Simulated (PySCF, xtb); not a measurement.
H6NSi2, SMILES [SiH2]N[SiH3] (connectivity only; charge and spin as stated), charge +1, multiplicity 1.

Geometry: PBE0-D3(BJ)/def2-SVP. The multiplicity is an assumed one; other spin states were not compared. The isomer is the one that the SMILES or the coordinates give; other isomers of the formula were not compared.

Method: C-PCM-M06-2X/def2-SVP (PySCF).

The values are the electrostatic part of the solvation free energy, E(continuum) − E(gas) at the gas-phase geometry, in a cavity of scaled van der Waals radii (PySCF's table); cavitation and dispersion terms are not included. In vacuum the orbital gap is 8.16 eV.

Computed values in water (ε = 78.36), acetonitrile (ε = 35.69), dichloromethane (ε = 8.93):
```csv
solvent,ε,ΔG(elec) (kcal/mol),gap (eV)
water,78.36,-56.8,8.66
acetonitrile,35.69,-56.0,8.66
dichloromethane,8.93,-51.1,8.61
```

For comparison, GFN2-xTB/ALPB(water) (xtb, at the GFN2-xTB geometry, all terms of that model) gives -44.4 kcal/mol.
